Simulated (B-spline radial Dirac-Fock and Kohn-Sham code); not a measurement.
# Energy-loss ionisation edge M1 (3s) of Ir

System: the Ir atom, 1s2 2s2 2p6 3s2 3p6 3d10 4s2 4p6 4d10 4f14 5s2 5p6 5d7 6s2. Model: the first Born approximation with generalised oscillator strengths from a Dirac-Hartree-Slater potential (longitudinal and transverse terms; continuum final states only, so no white lines or fine structure). Program: a radial finite-basis atomic code. The edge is taken at 3174.0 eV (tabulated value).

Input file task.json (cfg lists n, l and occupation; rrms is the nuclear radius in fm):

```json
{"items": [{
  "Z": 77,
  "q": 0,
  "cfg": [[1, 0, 2], [2, 0, 2], [2, 1, 6], [3, 0, 2], [3, 1, 6], [3, 2, 10], [4, 0, 2], [4, 1, 6], [4, 2, 10], [4, 3, 14], [5, 0, 2], [5, 1, 6], [5, 2, 7], [6, 0, 2]],
  "A": 193,
  "rrms": 5.4032,
  "do": "eels",
  "beams": [[60, 5], [60, 10], [60, 20], [60, 50], [80, 5], [80, 10], [100, 5], [120, 10], [200, 20], [200, 50], [200, 100], [300, 10], [300, 20], [300, 100]],
  "edges": {"M1": 3174.0}
}]}
```

Command: `python xray2_run.py task.json out`

Generalised oscillator strength df/dE of the whole subshell in 10⁻³ per eV, against momentum transfer:

```csv
q (1/a₀),50 eV above,100 eV above,125 eV above,300 eV above
0.0400,0.220,0.216,0.214,0.200
0.0695,0.220,0.216,0.214,0.200
0.121,0.220,0.216,0.214,0.200
0.210,0.220,0.216,0.214,0.200
0.365,0.220,0.216,0.214,0.200
0.634,0.221,0.217,0.215,0.201
1.10,0.222,0.218,0.216,0.202
1.91,0.228,0.224,0.221,0.207
3.33,0.244,0.240,0.237,0.220
5.78,0.288,0.285,0.282,0.258
10.0,0.337,0.350,0.349,0.327
17.5,0.176,0.194,0.197,0.206
30.3,0.00524,0.00583,0.00599,0.00694
```

As q goes to zero the values tend to the optical oscillator strength. At 300 eV above the edge the largest value on this grid is at q = 10.0 per a₀; a free electron at rest would take up the loss of 3474 eV at q = 16.0 per a₀, where the Bethe ridge forms once the loss is well above the edge energy.

Values without a named source are computed, but for edge energies of neutral atoms, which are taken from tables.
